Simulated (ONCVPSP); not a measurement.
# An all-electron radial function and its pseudo partner (Sr)

Columns: radius, all-electron u(r) and pseudo u(r) of the 4s shell (level -40.90 eV) of strontium in the configuration [Ar] 3d10 4s2 4p6 5s2; PBE, scalar-relativistic, ONCV scheme, ONCVPSP 4.0.1.

```json
{"r (bohr)": "0.115", "all-electron": "0.3217", "pseudo": "0.1392"}
{"r (bohr)": "0.230", "all-electron": "-0.1444", "pseudo": "0.2743"}
{"r (bohr)": "0.345", "all-electron": "-0.5002", "pseudo": "0.4016"}
{"r (bohr)": "0.460", "all-electron": "-0.3954", "pseudo": "0.5181"}
{"r (bohr)": "0.575", "all-electron": "-0.0600", "pseudo": "0.6211"}
{"r (bohr)": "0.690", "all-electron": "0.3057", "pseudo": "0.7082"}
{"r (bohr)": "0.805", "all-electron": "0.6063", "pseudo": "0.7774"}
{"r (bohr)": "0.920", "all-electron": "0.8147", "pseudo": "0.8268"}
{"r (bohr)": "1.035", "all-electron": "0.9351", "pseudo": "0.8558"}
{"r (bohr)": "1.150", "all-electron": "0.9834", "pseudo": "0.8645"}
{"r (bohr)": "1.265", "all-electron": "0.9776", "pseudo": "0.8545"}
{"r (bohr)": "1.380", "all-electron": "0.9346", "pseudo": "0.8281"}
{"r (bohr)": "1.495", "all-electron": "0.8686", "pseudo": "0.7879"}
{"r (bohr)": "1.610", "all-electron": "0.7901", "pseudo": "0.7365"}
{"r (bohr)": "1.725", "all-electron": "0.7070", "pseudo": "0.6763"}
{"r (bohr)": "1.840", "all-electron": "0.6244", "pseudo": "0.6099"}
{"r (bohr)": "1.955", "all-electron": "0.5457", "pseudo": "0.5406"}
{"r (bohr)": "2.070", "all-electron": "0.4730", "pseudo": "0.4719"}
{"r (bohr)": "2.185", "all-electron": "0.4071", "pseudo": "0.4070"}
{"r (bohr)": "2.300", "all-electron": "0.3485", "pseudo": "0.3484"}
{"r (bohr)": "2.415", "all-electron": "0.2968", "pseudo": "0.2968"}
{"r (bohr)": "2.530", "all-electron": "0.2519", "pseudo": "0.2518"}
{"r (bohr)": "2.645", "all-electron": "0.2130", "pseudo": "0.2130"}
{"r (bohr)": "2.760", "all-electron": "0.1796", "pseudo": "0.1796"}
{"r (bohr)": "2.875", "all-electron": "0.1511", "pseudo": "0.1511"}
{"r (bohr)": "2.990", "all-electron": "0.1269", "pseudo": "0.1268"}
```

(1) How many radial nodes do the two functions have?

(2) At about which radius was the pseudo-wave matched?

(3) Where does each function peak?

(4) Is the pseudo-wave norm-conserving?

## Answers

(1) The all-electron 4s function has n − l − 1 = 3 (the table is too coarse to show those close to the nucleus); the pseudo-wave has 0, since the states of the same l below it are removed with the core.

(2) 2.30 bohr, where the columns begin to agree (steps of 0.12 bohr).

(3) Outermost all-electron maximum near 1.15 bohr, pseudo maximum near 1.15 bohr (to the table’s step).

(4) Yes: the ONCV scheme keeps the norm inside the radius equal to the all-electron one, which fixes the energy derivative of the logarithmic derivative at the level.
